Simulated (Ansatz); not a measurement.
Steps of a relaxation of C$_{2}$H$_{9}$BSSi with RKS PBE-D4/def2-SVP.

```sh
$ ansatz run in.yaml --threads 4 --pin off --events-out ev --progress --plain --max-ram 10444MiB
```

```yaml
crystal:
  periodic: [false, false, false]
  atoms:
    - {symbol: C, position_ang: [-2.321400, 0.137800, -0.032100]}
    - {symbol: S, position_ang: [-1.124400, -0.074000, -1.348100]}
    - {symbol: C, position_ang: [-0.073500, -1.164800, -0.375400]}
    - {symbol: B, position_ang: [0.933700, -0.313000, 0.641900]}
    - {symbol: Si, position_ang: [2.184900, 0.929800, -0.032000]}
    - {symbol: H, position_ang: [-3.166900, 0.864700, -0.434700]}
    - {symbol: H, position_ang: [-1.881900, 0.662800, 0.848900]}
    - {symbol: H, position_ang: [-2.786300, -0.770500, 0.237500]}
    - {symbol: H, position_ang: [0.631300, -1.705100, -1.009100]}
    - {symbol: H, position_ang: [-0.644100, -1.904300, 0.226600]}
    - {symbol: H, position_ang: [0.747900, -0.498600, 1.830200]}
    - {symbol: H, position_ang: [3.162900, 0.236700, -0.856000]}
    - {symbol: H, position_ang: [1.460400, 2.013200, -0.809000]}
    - {symbol: H, position_ang: [2.864300, 1.556100, 1.140100]}
basis:
  gaussian: {orbitals: def2-SVP}
hamiltonian: {xc: pbe, dispersion: d4}
relax: {f_tol: 0.03, max_steps: 200}
```

Positions (Å) and forces (eV/Å) along the path, 10 of 21 steps:

```xyz
14
step=1 energy=-21587.3958 eV
C    -2.321    0.138   -0.032   -1.157    3.702   -0.804
S    -1.124   -0.074   -1.348    0.026   -0.082   -0.228
C    -0.073   -1.165   -0.375    1.677    0.338    1.911
B     0.934   -0.313    0.642   -2.839   -1.961   -0.282
Si    2.185    0.930   -0.032    0.472    1.857    0.052
H    -3.167    0.865   -0.435    1.351   -1.221    0.608
H    -1.882    0.663    0.849   -0.129   -0.274   -0.101
H    -2.786   -0.770    0.237   -0.763   -1.720    0.563
H     0.631   -1.705   -1.009    0.169   -0.456   -0.759
H    -0.644   -1.904    0.227   -0.230   -0.031   -0.395
H     0.748   -0.499    1.830    0.113    0.029    0.128
H     3.163    0.237   -0.856    0.737   -0.365   -0.699
H     1.460    2.013   -0.809    0.220   -0.097   -0.021
H     2.864    1.556    1.140    0.352    0.282    0.027
14
step=3 energy=-21588.0818 eV
C    -2.368    0.218    0.015    0.046   -0.334    0.200
S    -1.062   -0.104   -1.222   -0.052    0.214    0.272
C     0.019   -1.294   -0.337    0.356   -0.860   -0.234
B     0.831   -0.394    0.662   -0.304    0.268    0.219
Si    2.181    0.972    0.003    0.263   -0.004   -0.134
H    -3.105    0.856   -0.494   -0.193    0.159   -0.142
H    -2.003    0.756    0.910    0.031   -0.021   -0.037
H    -2.874   -0.727    0.326    0.138    0.175   -0.082
H     0.649   -1.744   -1.151   -0.193    0.198    0.215
H    -0.593   -2.122    0.096    0.082    0.193   -0.072
H     0.577   -0.464    1.869   -0.015    0.101   -0.297
H     3.197    0.292   -0.900   -0.049    0.025    0.057
H     1.567    2.062   -0.843   -0.021   -0.020    0.068
H     2.971    1.663    1.096   -0.087   -0.092   -0.031
14
step=6 energy=-21588.5014 eV
C    -2.347    0.190    0.122   -0.061    0.034   -0.200
S    -0.883    0.031   -0.971    0.178   -0.056    0.503
C     0.112   -1.439   -0.352   -0.020    0.306    0.057
B     0.668   -0.266    0.537   -0.238    0.236    0.031
Si    2.217    0.936   -0.046   -0.207   -0.173    0.113
H    -3.059    0.816   -0.459    0.049   -0.095    0.100
H    -2.076    0.712    1.056   -0.021   -0.064    0.011
H    -2.818   -0.788    0.335    0.057   -0.042   -0.021
H     0.689   -1.762   -1.237   -0.007   -0.122   -0.007
H    -0.543   -2.236    0.040   -0.043   -0.039    0.028
H     0.169   -0.103    1.671    0.140   -0.016   -0.583
H     3.225    0.243   -0.934    0.028   -0.002   -0.023
H     1.659    2.092   -0.840    0.098    0.071   -0.037
H     2.973    1.547    1.107    0.046   -0.039    0.029
14
step=10 energy=-21588.6598 eV
C    -2.435    0.041    0.116   -0.047   -0.033    0.016
S    -0.917    0.158   -0.895    0.016    0.032    0.032
C     0.079   -1.298   -0.306    0.024   -0.003    0.003
B     0.608   -0.027    0.458    0.006   -0.010    0.019
Si    2.306    0.941   -0.094   -0.035    0.067   -0.059
H    -3.179    0.718   -0.350    0.035   -0.012    0.038
H    -2.232    0.358    1.157    0.007   -0.028   -0.050
H    -2.822   -0.997    0.096    0.000    0.054   -0.027
H     0.622   -1.717   -1.172    0.012   -0.018    0.005
H    -0.579   -2.044    0.175   -0.002   -0.002    0.017
H     0.154    0.185    1.573   -0.004    0.035   -0.059
H     3.221    0.084   -0.949   -0.033    0.028    0.034
H     2.057    2.205   -0.900    0.010   -0.086    0.075
H     3.104    1.365    1.119    0.010   -0.023   -0.044
14
step=12 energy=-21588.6877 eV
C    -2.430   -0.005    0.064   -0.077   -0.303    0.197
S    -0.896    0.118   -0.923    0.044   -0.091    0.060
C     0.090   -1.297   -0.210   -0.058    0.204    0.051
B     0.596    0.030    0.473   -0.070    0.000   -0.025
Si    2.294    0.961   -0.120    0.015   -0.007   -0.013
H    -3.042    0.894   -0.168    0.081   -0.139    0.083
H    -2.156   -0.024    1.151   -0.197    0.017   -0.443
H    -2.989   -0.935   -0.228    0.218    0.450    0.139
H     0.652   -1.783   -1.021    0.090   -0.069   -0.106
H    -0.589   -1.992    0.309   -0.047   -0.100    0.051
H     0.102    0.332    1.547    0.028    0.023    0.012
H     3.138    0.103   -1.041   -0.021    0.022   -0.003
H     2.043    2.253   -0.863    0.006    0.013    0.013
H     3.174    1.315    1.058   -0.012   -0.021   -0.016
14
step=14 energy=-21588.7133 eV
C    -2.399   -0.001    0.010   -0.094   -0.132    0.016
S    -0.848    0.008   -0.948   -0.119    0.103   -0.035
C     0.116   -1.340   -0.114    0.038   -0.075   -0.035
B     0.554    0.053    0.480    0.323    0.007    0.122
Si    2.248    0.983   -0.141   -0.056   -0.052    0.020
H    -2.890    0.983   -0.123    0.032   -0.015   -0.033
H    -2.165   -0.152    1.081    0.006    0.021   -0.010
H    -3.061   -0.808   -0.359   -0.017    0.047   -0.018
H     0.732   -1.858   -0.871   -0.017    0.001   -0.016
H    -0.565   -2.031    0.414   -0.001    0.006    0.042
H     0.068    0.395    1.545   -0.068    0.080   -0.036
H     2.979    0.202   -1.215   -0.014    0.024   -0.005
H     1.982    2.354   -0.719    0.020    0.014    0.012
H     3.237    1.183    0.988   -0.032   -0.030   -0.025
14
step=15 energy=-21588.7240 eV
C    -2.411   -0.016   -0.004   -0.056   -0.200    0.104
S    -0.845   -0.003   -0.940   -0.117    0.043   -0.071
C     0.122   -1.338   -0.088    0.051    0.016    0.004
B     0.566    0.063    0.489    0.149    0.038    0.076
Si    2.256    0.986   -0.148    0.004   -0.004   -0.032
H    -2.886    0.974   -0.124   -0.003    0.062   -0.048
H    -2.198   -0.188    1.070    0.001    0.018   -0.095
H    -3.084   -0.806   -0.400    0.079    0.090    0.013
H     0.733   -1.867   -0.839    0.023   -0.017   -0.034
H    -0.554   -2.021    0.454   -0.043   -0.013    0.056
H     0.062    0.447    1.532   -0.016    0.007   -0.011
H     2.944    0.234   -1.276   -0.042    0.052    0.059
H     2.007    2.389   -0.666    0.022   -0.061    0.046
H     3.274    1.117    0.968   -0.053   -0.029   -0.068
14
step=17 energy=-21588.7268 eV
C    -2.443   -0.047   -0.047    0.049   -0.052    0.046
S    -0.848   -0.005   -0.930    0.132    0.038   -0.018
C     0.157   -1.292   -0.032   -0.259   -0.104    0.146
B     0.561    0.119    0.537    0.160   -0.080   -0.169
Si    2.257    0.961   -0.156    0.012    0.268    0.013
H    -2.954    0.916   -0.241    0.025    0.001   -0.008
H    -2.264   -0.156    1.039   -0.009    0.005    0.017
H    -3.061   -0.880   -0.431    0.001   -0.008   -0.001
H     0.785   -1.831   -0.764    0.000    0.020   -0.004
H    -0.507   -1.971    0.532   -0.028   -0.036   -0.036
H     0.055    0.524    1.569   -0.044   -0.008    0.003
H     2.784    0.326   -1.427   -0.065   -0.044    0.008
H     2.076    2.428   -0.466    0.059    0.037   -0.009
H     3.388    0.880    0.846   -0.033   -0.037    0.011
14
step=20 energy=-21588.7456 eV
C    -2.420   -0.059   -0.069    0.010    0.019   -0.008
S    -0.823   -0.056   -0.951   -0.003    0.008    0.013
C     0.146   -1.314    0.016    0.021    0.005   -0.002
B     0.564    0.123    0.520   -0.026   -0.037   -0.012
Si    2.248    0.998   -0.163    0.032    0.010   -0.010
H    -2.927    0.897   -0.306    0.005   -0.014    0.004
H    -2.241   -0.120    1.021   -0.006    0.000   -0.010
H    -3.039   -0.907   -0.419   -0.001   -0.002    0.006
H     0.778   -1.889   -0.683   -0.006   -0.002    0.005
H    -0.537   -1.963    0.594   -0.001    0.007    0.003
H     0.025    0.564    1.522   -0.003    0.005    0.003
H     2.663    0.461   -1.520   -0.008    0.014    0.035
H     2.138    2.498   -0.306    0.006   -0.018    0.001
H     3.411    0.737    0.772   -0.020    0.006   -0.028
14
step=21 energy=-21588.7458 eV
C    -2.419   -0.059   -0.072    0.005    0.011   -0.006
S    -0.821   -0.059   -0.951    0.000    0.009    0.011
C     0.145   -1.315    0.021    0.018    0.007   -0.005
B     0.564    0.122    0.521   -0.019   -0.020   -0.005
Si    2.247    0.999   -0.161    0.026    0.007   -0.016
H    -2.929    0.892   -0.318    0.006   -0.013    0.003
H    -2.242   -0.110    1.019   -0.006    0.000   -0.008
H    -3.034   -0.912   -0.416   -0.001    0.002    0.006
H     0.777   -1.894   -0.677   -0.002   -0.003    0.004
H    -0.538   -1.962    0.600   -0.002    0.004    0.003
H     0.024    0.566    1.521   -0.003    0.001    0.003
H     2.652    0.477   -1.526   -0.007    0.005    0.011
H     2.143    2.501   -0.288   -0.001   -0.011    0.003
H     3.419    0.724    0.756   -0.013    0.002   -0.005
```

Hardware: 4 threads of an AMD EPYC 9R14 on a shared host. Wall time 25 s, peak host memory 0.19 GiB.
